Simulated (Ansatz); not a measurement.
The first iterations of a band of AlBrF₂H₂ (6 atoms, charge 0, multiplicity 1).

Method: RHF/def2-SVP in Ansatz 0.2.0.

```json
{"movable images": "5", "climbing image": "yes", "spring": "5.0 eV/Å²", "optimiser": "quadratic models (default)", "start path": "through a guess of the saddle point", "force threshold": "0.05 eV/Å", "iteration limit": "60", "end points": "relaxed"}
```

First end point:

```xyz
6
Properties=species:S:1:pos:R:3
Al 0.009 0.237 0.020
H 0.019 0.847 1.452
F 1.400 0.105 -0.854
F -1.397 0.084 -0.827
Br 0.033 -2.549 0.952
H 0.091 -2.255 2.331
```

Last end point:

```xyz
6
Properties=species:S:1:pos:R:3
Al 0.027 -0.696 -0.151
H -0.128 0.254 1.871
F 1.462 0.029 -0.466
F -1.341 0.181 -0.366
Br -0.068 -2.907 0.129
H 0.204 -0.392 2.058
```

| iteration | highest image above the first end (eV) | largest band force component (eV/Å) |
| --- | --- | --- |
| 1 | 1.793 | 3.342 |
| 2 | 1.038 | 1.417 |
| 3 | 0.989 | 1.726 |

Task: Does the band converge within its limit, and where does its top end?

Result: It converged. It ended after 11 iterations with the highest image 0.853 eV above the first end. Neighbouring images differ by up to 1.2 eV, so the band resolves the path poorly. A vibrational analysis at the climbing image gives one clearly imaginary mode, 1352i cm⁻¹: a first-order saddle point. The orbitals stay closed-shell, which can raise the energy where a bond breaks towards radicals; this wasn't checked here.

Time of the run: 91 s on 1 thread of Arm Neoverse V2, on a shared host, peak memory 0.17 GiB.
